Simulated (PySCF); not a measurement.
Ionisation energy of Ti by level of theory

Ti [Ar] 3d2 4s2 (3F) → Ti⁺ [Ar] 3d2 4s1 (4F), as a difference of total energies. All numbers are calculated (PySCF 2.14, scalar relativity by spin-free X2C-1e, in x2c-TZVPPall with one added diffuse shell each of s, p, d, f type (7s6p5d3f1g, 80 functions)). Correlated levels: valence: [Ar] frozen; valence and next inner shell: [Ne] frozen. The calculations carry no spin-orbit coupling.

```
                                method  ionisation energy (eV)  error (eV)
                                   UHF                   5.560      -1.268
                                   LDA                   6.940      +0.112
                                   PBE                   6.706      -0.122
                                  PBE0                   6.583      -0.245
                                r2SCAN                   6.405      -0.423
                                 wB97X                   6.999      +0.171
                                  TPSS                   6.575      -0.253
                                 B97-3                   6.925      +0.097
                                  MN15                   7.010      +0.182
                         MP2 (valence)                   6.359      -0.469
                     SCS-MP2 (valence)                   6.528      -0.300
    MP2 (valence and next inner shell)                   6.570      -0.258
SCS-MP2 (valence and next inner shell)                   6.657      -0.171
```

Reference: 6.828 eV (measured; NIST levels, between the centres of gravity of the two terms).

Errors of the correlated levels include the incompleteness of this basis and the frozen core.

MP2 underrates the near-degeneracy of ns² with np² in the lower species.
